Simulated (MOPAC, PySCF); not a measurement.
[W(OH)6], neutral singlet in the gas phase. 

Cartesian coordinates (Å):
```xyz
13

W     -0.0999    -0.0489     0.0802
O     -1.7319     0.3925     0.9861
H     -1.6505     0.6126     1.9343
O     -0.0629    -1.9558     0.0770
H     -0.3615    -2.4212    -0.7284
O     -1.0205    -0.4621    -1.6001
H     -1.1982     0.3188    -2.1572
O     -0.1168     1.8036    -0.5664
H     -0.9406     2.2790    -0.3485
O      0.5250    -0.0036     1.9321
H      1.4649    -0.2151     2.0831
O      1.7322     0.1113    -0.4513
H      2.1125     1.0050    -0.5432
```
Charge 0, multiplicity 1.

All levels are single points at this geometry (TPSS-D3(BJ)/def2-SVP); Pople sets use spherical d functions. Orbital energies aren't observables, and empty levels follow the basis.

```csv
level,HOMO (eV),LUMO (eV),gap (eV),dipole (D),"vertical IE, Delta-SCF (eV)"
PBE-D3(BJ)/def2-TZVP in PySCF,-7.08,-3.41,3.68,1.82,–
TPSSh-D3(BJ)/def2-TZVP in PySCF,-7.85,-3.12,4.73,1.86,–
B3LYP/6-31G* (LANL2DZ on W) in PySCF,-8.21,-3.03,5.18,2.06,10.40
B3LYP/LANL2DZ in PySCF,-8.57,-3.54,5.03,2.45,–
BP86/6-31G* (LANL2DZ on W) in PySCF,-6.89,-3.46,3.43,2.01,–
M06-2X/6-31G* (LANL2DZ on W) in PySCF,-10.23,-2.08,8.15,2.14,–
PBE/6-31G* (LANL2DZ on W) in PySCF,-6.78,-3.35,3.43,2.00,–
HF/6-31G* (LANL2DZ on W) in PySCF,-13.04,0.07,13.11,2.31,–
PM6 in MOPAC,-10.49,0.95,11.44,2.06,–
```
